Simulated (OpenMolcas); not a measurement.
Computed levels of 5d2 in ions with 70 electrons, in cm-1 above 3F2.

```yaml
Program: OpenMolcas 26.06
Method: CASSCF
Basis: ANO-RCC-VQZP
Scalar_Hamiltonian: DKH2, point nucleus
Spin-orbit_coupling: state interaction with AMFI integrals over the reference wave functions, term energies averaged over their components
```

Active space for each ion: 2 electrons in 5 orbitals (5d).

| Level | Hf2+ | Ta3+ | W4+ | Os6+ | Ir7+ |
| --- | --- | --- | --- | --- | --- |
| 3F3 | 3141 | 4579 | 6072 | 9751 | 12021 |
| 3F4 | 6273 | 8915 | 11565 | 17756 | 21391 |
| 3P0 | 11063 | 13138 | 14878 | 18162 | 19787 |
| 3P1 | 12630 | 15543 | 18207 | 23942 | 27164 |
| 3P2 | 16076 | 20638 | 24995 | 34829 | 40544 |
| 1G4 | 16808 | 20935 | 24740 | 33149 | 38038 |
| 1S0 | 35775 | 43495 | 50178 | 63849 | 71299 |

Question: Estimate 3F4, 3P0, 3P1 for Re5+ from its neighbours W4+ and Os6+.

Answer: 3F4 is fine structure, which grows about as the fourth power of a screened charge, so the fourth roots are averaged: ((11565^0.25 + 17756^0.25) / 2)^4 = 14412. The calculation gives 14611, so the estimate is off by -1.4 %.
3P0 is another term, which grows about linearly with the charge: (14878 + 18162) / 2 = 16520. The calculation gives 16541, so the estimate is off by -0.1 %.
3P1 is another term, which grows about linearly with the charge: (18207 + 23942) / 2 = 21074. The calculation gives 21036, so the estimate is off by +0.2 %.

Mixed levels, with the weight of the term that names them: Hf2+ 3P2 (66 %), Ta3+ 3P2 (62 %), W4+ 3P2 (60 %), Re5+ 3P2 (58 %), Os6+ 3P2 (56 %), Ir7+ 3P2 (55 %).

Without dynamic correlation excited terms often stand tens of per cent too high (terms of higher spin than the ground term too low), and those without a measured partner can miss by more than the paired ones. Configurations with an s electron lie low in 5d ions of this charge, fall among these levels and mix in, so low-spin terms can stand far too high, up to twice their true height, and weights are not those of the real levels (holds for Hf2+). Only configurations of the active space appear.
